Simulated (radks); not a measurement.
Q: The table gives one normalised radial function P(r) = r R(r) of Sr6+ in [Ar] 3d10 4s1 4p3 (r in bohr). Calculated with a radial shooting solver on a logarithmic mesh with Libxc functionals: scalar-relativistic Kohn-Sham, BLYP, spin-polarised, spherical densities, finite nucleus; open shells are filled with parallel spins first (spin-orbit coupling, left out, can overturn this in heavy ions); Fermi nuclear charge, rms radius 4.224 fm.

r	P
0.005434	0.0077
0.007019	0.0122
0.009067	0.0192
0.01181	0.0304
0.01525	0.0467
0.0197	0.0707
0.02545	0.1043
0.03287	0.1491
0.0428	0.2059
0.05529	0.2652
0.07142	0.3143
0.09226	0.3287
0.1192	0.2772
0.1552	0.1288
0.2005	-0.1013
0.259	-0.3540
0.3345	-0.5128
0.4321	-0.4556
0.5582	-0.1383
0.7268	0.3623
0.9388	0.8014
1.213	0.9823
1.567	0.8415
2.024	0.5155
2.635	0.2083
3.404	0.0529
4.397	0.0073

Which n and l does it have? It may be an empty orbital.

A: n = 4, l = 1: the number of nodes gives n - l - 1 = 2, the rise at small r (about r^(l+1), flatter next to the nucleus through relativity) gives l, and the extent must fit the shell. The curve is that of 4p down; the table hardly tells the two spins apart. 4p down (empty): eigenvalue -92.559 eV, 2 radial nodes at r = 0.181, 0.604 bohr, <r> = 1.36 bohr, 90 % of the charge inside 1.99 bohr.
